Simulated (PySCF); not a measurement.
A calculated (LDA, PySCF 2.14, def2-SVP, the non-relativistic Hamiltonian (point nucleus)) atom or ion has these occupied shells.

| shell | electrons | orbital energy (eV) | rms radius, mean of both spins (bohr) |
| --- | --- | --- | --- |
| 1s α | 1 | -509.88 | 0.233 |
| 1s β | 1 | -508.45 | 0.233 |
| 2s α | 1 | -23.792 | 1.28 |
| 2s β | 1 | -20.544 | 1.28 |
| 2p α | 3 | -9.727 | 1.38 |
| 2p β | 1 | -6.677 | 1.38 |

Name the element and its charge.

O (oxygen, neutral), in [He] 2s2 2p4, high-spin 3P determinant.
